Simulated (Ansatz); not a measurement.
Born–Oppenheimer molecular dynamics of F₃H₃W (7 atoms, charge 0, multiplicity 1). It starts at the highest image of a converged band. Of that band: The profile has 2 maxima (images 2, 6) with wells between them (image 4): this band takes more than one step, which may be the mechanism or a detour left from its start path. Neighbouring images differ by up to 1.9 eV, so the band resolves the path poorly. A vibrational analysis at the climbing image gives one clearly imaginary mode, 1661i cm⁻¹: a first-order saddle point.

These are results of RHF/def2-SVP in Ansatz, not measurements.

- ensemble: NVE (velocity Verlet)
- time step: 0.5 fs
- steps asked: 200
- starting velocities drawn for: 300 K
- seed: 6214

First frame:

```xyz
7
Properties=species:S:1:pos:R:3
W 0.180 0.001 -0.172
H 0.262 -0.001 1.527
F 1.567 -0.002 1.445
F 0.596 1.759 -0.422
H -1.349 -0.001 0.464
F 0.598 -1.756 -0.426
H -0.914 0.001 -1.476
```

(1) How far do the bonds stretch over the last three quarters of this one trajectory? (Pairs bonded in most of those frames.)

## Answers

(1) 
```tsv
bond	mean (Å)	spread (Å)	shortest	longest
W1–F3	1.894	0.116	1.73	2.07
W1–F4	1.857	0.011	1.83	1.87
W1–F6	1.865	0.026	1.82	1.91
W1–H7	1.672	0.029	1.62	1.73
H2–H5	0.784	0.069	0.71	1.05
```

Mean temperature of the second half: 2582 K. The conserved energy stayed within 0.16 meV per atom of its start (net change -0.042 meV per atom), so the integration is sound. The system heated up, since it started high on the potential surface and ran downhill. A run of 0.1 ps of so small a system gives no equilibrium averages. The orbitals stay closed-shell, which can raise the energy where a bond breaks towards radicals; this wasn't checked here.

Time of the run: 6.3 min on 1 thread of Arm Neoverse V1, on a shared host, peak memory 0.16 GiB.
